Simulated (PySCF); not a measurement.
Relaxed torsion scan: SMILES C=Cc1cccc([Si](C)(C)C)c1, singlet. Scanned: dihedral C1–C2–C3–C4; all other coordinates were relaxed at GFN2-xTB. Points at φ and −φ are mirror images.

Geometry of the scan point at 150° (Å):
```
28

C      4.5478    -1.0259    -0.3945
C      3.3232    -1.0542     0.1134
C      2.2237    -0.1793    -0.2872
C      0.9116    -0.6438    -0.2013
C     -0.1396     0.1565    -0.6046
C      0.1017     1.4306    -1.0883
C      1.3977     1.9308    -1.1759
Si     1.7684     3.6795    -1.8214
C      2.9155     3.5414    -3.3417
C      2.6418     4.6717    -0.4436
C      0.1583     4.5690    -2.3213
C      2.4417     1.1074    -0.7717
H      4.8353    -0.3204    -1.1560
H      5.3113    -1.7124    -0.0702
H      3.0676    -1.8073     0.8494
H      0.7224    -1.6396     0.1752
H     -1.1531    -0.2142    -0.5402
H     -0.7288     2.0474    -1.3976
H      3.1575     4.5213    -3.7424
H      2.4515     2.9658    -4.1372
H      3.8507     3.0518    -3.0881
H      2.0069     4.7780     0.4310
H      2.9043     5.6692    -0.7831
H      3.5570     4.1829    -0.1239
H      0.3694     5.5665    -2.6942
H     -0.3672     4.0329    -3.1055
H     -0.5181     4.6733    -1.4785
H      3.4534     1.4829    -0.8176
```

Method: restricted B3LYP/6-31G*, spherical d, density fitting // GFN2-xTB in PySCF.

Scanned values (°): -165, -150, -135, -120, -105, -90, -75, -60, -45, -30, -15, 0, 15, 30, 45, 60, 75, 90, 105, 120, 135, 150, 165, 180.

Describe the profile: where are the wells and the tops?

Lower than their neighbours: 0° (0.0 kJ/mol), 180° (0.7 kJ/mol). Higher than their neighbours: -90° (19.0 kJ/mol), 90° (19.0 kJ/mol). The whole profile spans 19.0 kJ/mol.
